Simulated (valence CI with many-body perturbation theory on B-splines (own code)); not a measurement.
**Au LXVII: what the settings do**

Computed by valence CI with perturbative core correlation (CI+MBPT): three valence electrons over a frozen Dirac-Fock core [Ne], a basis of 6 s, 6 p, 5 d, 3 f, 1 g functions for each j, with the one-electron correlation potential Σ1, the two-electron term Σ2, the three-electron term Σ3, Breit, model QED; selected CI, second order for the rest, scaled by the run's own slope (own B-spline code, finite nucleus).

No measured spectrum was set against this ion. As an estimate, large intervals hold to a few tenths of a per cent, small ones and those within an open d or f shell to about a per cent.

The reference run has the lowest level (3s^2 3p1/2) J=1/2 and an ionisation energy of 7910.77 eV. Its largest variational space holds 2738 state functions.

Levels are named by their leading jj configuration (3d3/2^4 stands for four electrons in 3d with j = 3/2), which in mixed levels can hold well under half, so a name can repeat and another be missing. Letters in brackets count levels of one name in rising energy.

| Level | Reference (cm⁻¹) | Shift (cm⁻¹) |
| --- | --- | --- |
| (3s 3p1/2^2) J=1/2 | 1505410 | +240 |
| (3s^2 3p3/2) J=3/2 | 4013300 | -180 |
| (3s 3p1/2 3p3/2) J=3/2 [a] | 5247610 | +59 |
| (3s 3p1/2 3p3/2) J=5/2 | 5409270 | +56 |
| (3s 3p1/2 3p3/2) J=3/2 [b] | 5586370 | +55 |
| (3s 3p1/2 3p3/2) J=1/2 | 5679310 | +58 |
| (3s^2 3d3/2) J=3/2 | 6071180 | +43 |
| (3s^2 3d5/2) J=5/2 | 6883550 | -112 |
| (3s 3p1/2 3d3/2) J=3/2 [a] | 7045870 | +285 |
| (3s 3p1/2 3d3/2) J=3/2 [b] | 7159240 | +283 |
| (3s 3p1/2 3d3/2) J=5/2 | 7254560 | +278 |
| (3s 3p1/2 3d3/2) J=1/2 | 7489980 | +278 |

The ionisation energy moves by -0.12 eV.

Which of these changes was made?
A. core polarisation of operators on → off
B. QED terms on → off
C. scale of Σ1 1 → 0.9

C. scale of Σ1 1 → 0.9.
